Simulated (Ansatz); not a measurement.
Li₅H₆. The state is a doublet with charge 0. Geometry r2SCAN-D4/def2-TZVP, basis def2-TZVP, Ansatz.

```csv
atom,x (Å),y (Å),z (Å)
Li1,0.806,1.500,-2.420
Li2,0.952,-1.307,-1.142
Li3,-0.943,0.828,-0.533
Li4,1.825,0.674,0.375
Li5,-0.147,-0.886,1.244
H6,0.158,0.884,1.003
H7,1.719,0.353,-1.449
H8,-1.196,-1.646,2.827
H9,-0.693,-1.046,-0.477
H10,-0.763,1.842,-1.959
H11,-1.718,-1.194,2.531
```

```
run  HOMO (eV)  LUMO (eV)
  A      -3.11      -0.80
  B      -3.13      -0.70
  C      -2.53      -1.44
  D      -2.57      -1.03
```

In the doublet, H8 and H11 lie 0.75 Å apart (atoms count from 1), so H2 has formed as a molecule. Another isomer (doublet) lies 0.23 eV lower at PBE0-D4/def2-TZVP; other spin states weren't run for this one.

HOMO and LUMO are taken over both spins.

**Question.** The runs used PBE, PBE0, r2SCAN, r2SCAN0. Estimate which is which.

**Answer.** A PBE0 (25 % exact exchange); B r2SCAN0 (25 % exact exchange); C PBE (0 % exact exchange); D r2SCAN (0 % exact exchange). Exact exchange lowers occupied and raises empty levels; among semilocal functionals meta-GGAs tend to open the gap a little, and such runs are hard to tell apart. The gap grows from 1.08 eV (PBE) to 2.43 eV (r2SCAN0).
